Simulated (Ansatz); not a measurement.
A nudged elastic band was laid between two geometries of H2Se + H6SiSn (11 atoms, charge 0, multiplicity 1).

These are results of Ansatz, RKS PBE-D4/def2-SVP, not measurements.

```yaml
movable_images: 5
climbing_image: yes
spring: 5.0 eV/Å²
optimiser: quadratic models (default)
start_path: through a guess of the saddle point
force_threshold: 0.03 eV/Å
iteration_limit: 60
end_points: relaxed
```

First end point:

```xyz
11
Properties=species:S:1:pos:R:3
Sn -1.573 -0.522 -0.599
Si 0.416 1.108 -0.870
H -1.071 -2.162 -0.810
H -2.304 -0.358 0.958
H -2.789 -0.184 -1.791
H 2.377 -1.092 1.240
Se 1.159 -1.260 2.071
H 0.628 1.913 0.385
H 0.164 2.074 -2.000
H 1.687 0.361 -1.176
H 1.308 0.123 2.591
```

Last end point:

```xyz
11
Properties=species:S:1:pos:R:3
Sn -1.720 -1.261 0.409
Si 1.501 1.321 -0.974
H -2.106 -2.845 -0.150
H -3.065 -0.545 1.225
H -1.220 -0.250 -0.903
H 1.795 -0.148 -0.889
Se 0.238 -1.599 2.036
H 0.740 1.753 0.250
H 0.677 1.613 -2.197
H 2.788 2.094 -1.048
H 0.373 -0.133 2.241
```

(1) What changes between the two ends?

(2) Give the energies along the band, and the barrier.

(3) What is the geometry of the highest image?

The band took 23 iterations and of the order of 8 core-minutes.

Results:

(1) Bonds broken: Sn1–Si2, H6–Se7. Bonds formed: Sn1–Se7, Si2–H6. H2Se + H6SiSn becomes H4SeSn + H4Si.

(2) It converged. The highest image is number 3 of 0 to 6, 37.6 kcal/mol above the first end and 45.3 kcal/mol above the last; the last end lies 7.8 kcal/mol below the first. Neighbouring images differ by up to 1.7 eV, so the band resolves the path poorly. A vibrational analysis at the climbing image gives one clearly imaginary mode, 1010i cm⁻¹: a first-order saddle point. The orbitals stay closed-shell, which can raise the energy where a bond breaks towards radicals; this wasn't checked here.

| image | path coordinate (Å) | energy (kcal/mol) | Sn1–Si2 (Å) | H6–Se7 (Å) | Sn1–Se7 (Å) |
| --- | --- | --- | --- | --- | --- |
| 0 | 0.00 | 0.0 | 2.59 | 1.48 | 3.89 |
| 1 | 1.42 | 0.8 | 2.59 | 1.48 | 3.94 |
| 2 | 2.83 | 6.0 | 2.61 | 1.49 | 3.66 |
| 3 | 4.25 | 37.6 | 2.95 | 1.83 | 2.97 |
| 4 | 5.64 | -1.4 | 3.69 | 2.60 | 2.60 |
| 5 | 7.02 | -7.5 | 4.36 | 3.31 | 2.57 |
| 6 | 8.40 | -7.8 | 4.35 | 3.62 | 2.57 |

(3) 
```xyz
11
Properties=species:S:1:pos:R:3
Sn -1.306 -0.691 0.092
Si 0.882 1.016 -0.908
H -1.221 -2.085 -0.915
H -2.273 -0.866 1.520
H -2.037 0.660 -0.762
H 0.938 -0.353 0.323
Se 1.038 -1.559 1.698
H 0.382 2.327 -0.356
H 0.384 0.863 -2.324
H 2.392 1.077 -0.956
H 0.821 -0.388 2.587
```

Run time: 4.2 min on 2 threads of Arm Neoverse V1, on a shared host, peak memory 0.17 GiB.
